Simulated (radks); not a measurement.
Coulomb parameter of the 5d shell of the rhenium ion Re2+ in the model configuration [Xe] 4f14 5d4 6p1, as a second difference U = [E(n + 0.25) + E(n - 0.25) - 2 E(n)] / (0.25)^2 with all orbitals relaxed. "Bare": the charge of the atom changes with n. "Screened": the 6p shell takes up the change at fixed total charge, which measures U(5d,5d) + U(6p,6p) - 2 U(5d,6p). Method: Dirac Kohn-Sham, PBEsol, spin-unpolarised, spherical densities, point nucleus; open shells are shared between the two j in proportion to 2j + 1; computed with a radial shooting solver on a logarithmic mesh with Libxc functionals.

\begin{tabular}{lrr}
case & configuration & E - E(n) (eV) \\ \hline
start & [Xe] 4f14 5d4 6p1 & 0.000 \\
bare +0.25 & [Xe] 4f14 5d4.25 6p1 & -5.872 \\
bare -0.25 & [Xe] 4f14 5d3.75 6p1 & 6.577 \\
screened +0.25 & [Xe] 4f14 5d4.25 6p0.75 & -2.397 \\
screened -0.25 & [Xe] 4f14 5d3.75 6p1.25 & 2.510 \\
\end{tabular}

U(bare) = 11.282 eV, U(screened by 6p) = 1.804 eV.
